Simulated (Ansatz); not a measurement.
One change: `C[O][Sc]([OH])[Cl]` becomes `C[O][Sc]([OH])[OH]`.

Ansatz, PBE0-D4/def2-TZVP geometries, multiplicity 1. Each molecule was computed in one conformer, which needn't be the lowest.

Scalar relativity is left out up to krypton.

| property | `C[O][Sc]([OH])[Cl]` |
| --- | --- |
| size of the dipole moment (PBE/def2-TZVPP) / D | 3.64 |
| size of the dipole moment (B3LYP/def2-TZVPP) / D | 3.62 |
| HOMO–LUMO gap (B3LYP/def2-TZVPP) / eV | 5.55 |
| HOMO energy (ωB97M-V/def2-TZVPP) / eV | -10.43 |
| LUMO energy (ωB97M-V/def2-TZVPP) / eV | -0.37 |
| zero-point energy (PBE0-D4/def2-TZVP) / kJ/mol | 144.7 |

**Question.** What does the change do to each property? (An estimate is asked.)

**Answer.** Computed: 
| property | `C[O][Sc]([OH])[OH]` | shift |
| --- | --- | --- |
| size of the dipole moment (PBE/def2-TZVPP) / D | 0.04 | -3.60 |
| size of the dipole moment (B3LYP/def2-TZVPP) / D | 0.05 | -3.57 |
| HOMO–LUMO gap (B3LYP/def2-TZVPP) / eV | 5.59 | 0.04 |
| HOMO energy (ωB97M-V/def2-TZVPP) / eV | -9.94 | 0.49 |
| LUMO energy (ωB97M-V/def2-TZVPP) / eV | 0.06 | 0.43 |
| zero-point energy (PBE0-D4/def2-TZVP) / kJ/mol | 173.3 | 28.6 |

The zero-point energy changes by 28.6 kJ/mol with +3 modes. Dipoles are sizes alone; their direction can turn.

B3LYP here is the variant with VWN-RPA as its local correlation; programs differ in this.
